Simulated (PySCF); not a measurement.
# How methods differ on the excitation energy of Mn

Mn [Ar] 3d5 4s2 (6S) → Mn [Ar] 3d6 4s1 (6D), as a difference of total energies. Computed with PySCF 2.14 in def2-QZVPPD (11s6p5d4f2g, 100 functions), with no relativity, point nucleus. Correlated levels: valence: [Ar] frozen; valence and next inner shell: [Ne] frozen. The calculations carry no spin-orbit coupling.

```csv
method,excitation energy (cm⁻¹)
UHF,25594
LDA,7865.6
PBE,6893.1
PBE0,11038
r2SCAN,9780.6
M06-L,16224
BP86,6308.5
TPSSh,8110.0
TPSS,6298.2
MP2 (valence),16448
SCS-MP2 (valence),16327
MP2 (valence and next inner shell),13468
SCS-MP2 (valence and next inner shell),14697
```

These non-relativistic numbers lack the scalar-relativistic shift.

Errors of the correlated levels include the incompleteness of this basis and the frozen core.

For comparison: 17301 cm⁻¹ (measured; NIST levels, between the centres of gravity of the two terms).
